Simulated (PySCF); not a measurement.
Input of a response calculation (the driver script's job line, then coordinates in Å):

```
{"job": {"kind": "uv", "xc": "CAM-B3LYP", "basis": "def2-SVPD", "nstates": 8, "ntriplets": 3}, "charge": 0, "multiplicity": 1}
Br     3.032451     0.178821     2.103847
Ga     2.764358    -0.761526     0.030163
C      1.206357    -0.743235    -1.233959
C     -0.039274    -0.325292    -0.998567
C     -0.513530     0.201902     0.282289
C     -1.943094    -0.043067     0.699696
C     -1.522112     1.325817     0.292782
H      4.093220    -1.483049    -0.425025
H      1.448898    -1.127213    -2.224641
H     -0.789531    -0.363887    -1.785512
H      0.232471     0.208045     1.073970
H     -2.571200    -0.608185     0.027076
H     -2.131439    -0.240497     1.743359
H     -1.859775     1.705850    -0.659809
H     -1.412213     2.083506     1.052417
```

Its output, with some lines taken out ([cut]):

```
coarse grid: 60424 points
cycle   1  E = -4693.7290688153  dE = -6.281e-01  |g| = 5.857e-01  |ddm| = 7.501e+00
cycle   2  E = -4693.7342683731  dE = -5.200e-03  |g| = 6.467e-01  |ddm| = 2.684e+00
cycle   3  E = -4693.7925685910  dE = -5.830e-02  |g| = 4.779e-02  |ddm| = 1.739e+00
cycle   4  E = -4693.7928861230  dE = -3.175e-04  |g| = 1.567e-02  |ddm| = 1.446e-01
cycle   5  E = -4693.7929553865  dE = -6.926e-05  |g| = 5.468e-03  |ddm| = 5.234e-02
cycle   6  E = -4693.7929623848  dE = -6.998e-06  |g| = 8.011e-04  |ddm| = 1.324e-02
final grid: 125384 points
cycle   7  E = -4693.7929248793  dE = -2.366e-07  |g| = 7.284e-04  |ddm| = 9.283e-03
cycle   8  E = -4693.7929248558  dE =  2.351e-08  |g| = 8.248e-04  |ddm| = 3.153e-03
cycle   9  E = -4693.7929250197  dE = -1.639e-07  |g| = 9.181e-05  |ddm| = 1.536e-03
cycle  10  E = -4693.7929250219  dE = -2.176e-09  |g| = 2.434e-05  |ddm| = 2.347e-04
cycle  11  E = -4693.7929250223  dE = -4.466e-10  |g| = 1.077e-05  |ddm| = 1.295e-04
converged SCF energy = -4693.7929250223

Static polarisability (au): isotropic 111.910, principal 81.187 113.567 140.974

Singlet excitations
state   eV       nm        f      main configurations
  1   4.7980    258.4   0.00833   H-1->L 0.89
  2   5.0384    246.1   0.22355   H->L 0.93
[cut]
[cut]
  5   6.2098    199.7   0.00641   H->L+1 0.79
  6   6.2727    197.7   0.00572   H-4->L 0.56, H-5->L 0.38
[cut]
[cut]

[cut]
```

Level of theory: PySCF, TDDFT CAM-B3LYP/def2-SVPD, vertical, gas phase, core orbitals frozen in the response. The structure is a single GFN2-xTB conformer in the gas phase; no vibrational or solvent corrections. Relativistic effects, spin–orbit coupling among them, are left out although an element past zinc is present.

Q: What stood in the cut lines?

A: 
```
  3   5.9719    207.6   0.00263   H-3->L 0.63, H-4->L 0.16, H-5->L 0.09
  4   6.1589    201.3   0.03788   H-2->L 0.87
  7   6.3671    194.7   0.16778   H-1->L+1 0.80
  8   6.9152    179.3   0.03804   H-2->L+1 0.72
Triplet excitations (Tamm-Dancoff, eV): 3.7093 4.5139 5.5736
```

Q: Give the energy of state 1 in hartree, cm⁻¹ and kJ/mol.

A: 0.17632 hartree, 38698 cm⁻¹, 462.9 kJ/mol.

Q: How many basis functions and electrons does this run hold?

A: 243 basis functions for 104 electrons in 52 doubly occupied orbitals.

Q: What is the gap between the lowest singlet and the lowest triplet?

A: 4.7980 − 3.7093 = 1.0887 eV (full response against Tamm–Dancoff).

Q: Which species is it?

A: `[Br][GaH]/[CH]=C\C1CC1` (C5H8BrGa), point group C1.

The SCF starts on a coarse grid; the energy jumps when the final grid takes over, and dE counts afresh there. H and L stand for HOMO and LUMO.

Time: 93 s wall; peak memory 1.2 GiB. Hardware: one thread of an AMD EPYC 7R43, no GPU, shared host.

Conformer computed: `[Br:1][GaH:2]/[CH:3]=[CH:4]\[CH:5]1[CH2:6][CH2:7]1`: Br1–Ga2–C3–C4 -11°, C3–C4–C5–C6 -147°.
